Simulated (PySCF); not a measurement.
## Gas-phase XPS of trans-Ti(PH3)2Cl4, computed

trans-Ti(PH3)2Cl4 (singlet state).
Geometry (PBE0-D3(BJ)/def2-SVP, Å), atoms numbered from 1 in this order:
```
atom  x, y, z in Å
Ti1    0.031   -0.087    0.003
P2    -0.064   -0.028    2.586
H3     0.576    1.091    3.170
H4     0.610   -1.074    3.262
H5    -1.293   -0.013    3.293
P6     0.008    0.022   -2.594
H7     1.111    0.657   -3.217
H8    -1.045    0.799   -3.131
H9    -0.096   -1.139   -3.400
Cl10   2.234   -0.139    0.554
Cl11  -2.215    0.019    0.141
Cl12   0.170    2.152   -0.355
Cl13   0.003   -2.312   -0.290
```

Computed with delta-SCF UKS SCAN, pcX-2 on the ionised atom (unc-x2c-TZVPall on a metal), pcseg-1 elsewhere, spin-free X2C in PySCF. These are vertical core ionisation energies against the vacuum level, from separate self-consistent calculations with and without the core hole.

What binding energy does each computed site have?

```json
{"atom(s)": "P2/P6", "bonded to": "3 H and Ti", "level": "P 2p3/2", "binding energy (eV)": "137.80", "2p1/2 (eV)": "138.69", "count": "2"}
{"atom(s)": "P2/P6", "bonded to": "3 H and Ti", "level": "P 1s", "binding energy (eV)": "2151.40", "2p1/2 (eV)": "–", "count": "2"}
{"atom(s)": "Cl10/Cl12/Cl13", "bonded to": "Ti", "level": "Cl 2p3/2", "binding energy (eV)": "204.42", "2p1/2 (eV)": "206.07", "count": "3"}
{"atom(s)": "Cl10/Cl12/Cl13", "bonded to": "Ti", "level": "Cl 1s", "binding energy (eV)": "2827.01", "2p1/2 (eV)": "–", "count": "3"}
```

Which effective nuclear charge Zeff reproduces each element's mean 1s value in the hydrogen-like formula E = 13.606 eV × Zeff²?

P (Z = 15): mean 2151.4 eV, Zeff = 12.57, Z − Zeff = 2.43; Cl (Z = 17): mean 2827.0 eV, Zeff = 14.41, Z − Zeff = 2.59. Means run over the listed sites, weighted by atom count.

Topologically equivalent atoms share the value of their first member; where this conformer doesn't relate them by symmetry, their own values could differ. The list is incomplete; no value stands for Cl 1s of Cl11 or Cl 2p of Cl11. Spin–orbit coupling isn't in the SCF: each 2p doublet comes from a relaxed spin-free hole plus a matrix of the shell (mean-field spin–orbit coupling and the ground-state 2p splitting), with 2p3/2 averaged over its two sublevels. 2p1/2 minus 2p3/2 (ligand field included): P 0.89 eV, Cl 1.65 eV. No level of titanium is listed. Isolated species at its PBE0-D3(BJ)/def2-SVP geometry, gas phase. Metal 2p energies of this one-determinant scheme are less reliable than its 1s energies.
